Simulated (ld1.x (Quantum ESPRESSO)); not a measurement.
# Li TM: all-electron and pseudo phase curves

lithium (Li), norm-conserving Troullier–Martins (Kleinman–Bylander form), made with ld1.x (Quantum ESPRESSO) 7.5 (PBE, scalar-relativistic). Core none, reference 1s2 2s0 2p0 (charge +1). Waves: 2p (bound, empty): rc 4.05 bohr; 3d channel at 0.2 Ry: rc 4.35 bohr; 1s (bound): rc 0.50 bohr. Local part: the s channel. Core correction: none.

The phase is arctan(r·u′/u) with u = r·R(r), unwrapped; energies in Ry, scanned from -6 to 5 Ry. A pole is an energy at which the radial function vanishes at the test radius. The pseudo phase is shifted by a multiple of π to meet the all-electron one at the reference energy, and phase errors are pseudo minus all-electron; the curves can meet again beyond the range given. Levels narrower than the energy grid can be missing from the lists of poles.

```
channel  radius (bohr)  reference energy (Ry)  poles, all-electron      poles, pseudo  unbroken range about the reference energy with phases within 0.05 rad  phase error 1 Ry above the reference energy (rad)
      s           4.69                  -4.44    -0.34, 1.45, 4.29  -0.34, 1.45, 4.30                                                        the whole range                                             +0.000
      p           4.69                  -0.35    -0.19, 1.31, 3.77        -0.19, 1.62                                                              below 0.2                                             +0.199
      d           4.69                   0.20           0.69, 2.68         0.69, 3.32                                                              below 1.2                                             +0.035
```

Phases in the d channel:

```tsv
E (Ry)	all-electron	pseudo
-6.00	1.483	1.483
-5.48	1.479	1.479
-4.96	1.474	1.474
-4.44	1.468	1.468
-3.92	1.461	1.461
-3.40	1.453	1.453
-2.88	1.442	1.442
-2.36	1.428	1.428
-1.84	1.408	1.408
-1.32	1.377	1.377
-0.80	1.316	1.316
-0.28	1.125	1.125
0.24	-0.994	-0.994
0.76	-1.604	-1.600
1.28	-1.923	-1.861
1.80	-4.342	-3.945
2.32	-4.644	-4.558
2.84	-4.737	-4.662
3.36	-4.832	-4.715
3.88	-5.232	-4.757
4.40	-7.594	-4.803
4.92	-7.775	-4.880
```
